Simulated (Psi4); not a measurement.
ClGa, charge +1, doublet, at a GFN2-xTB geometry (such geometries of metal compounds can be far from the true shape) (a state made from the parent by changing its charge; the spin is typed, not shown lowest).

Psi4 was given this input:
```
memory 2 GB

molecule {
1 2
Ga   -0.00000000   -0.00000000   -0.77079887
Cl    0.00000000    0.00000000    1.40557440
}

set {
  basis 6-31g*
  reference uhf
  scf_type pk
  puream true
  d_convergence 1e-8
}

energy('scf')
print_variables()
```

Q: What does this run give for the number of basis functions, <S^2>, total energy?

A: 
- number of basis functions: 50
- <S^2>: 0.775
- total energy: -2382.1930 Eh

These values belong to the state on which the SCF converged, which isn't shown to be the lowest.
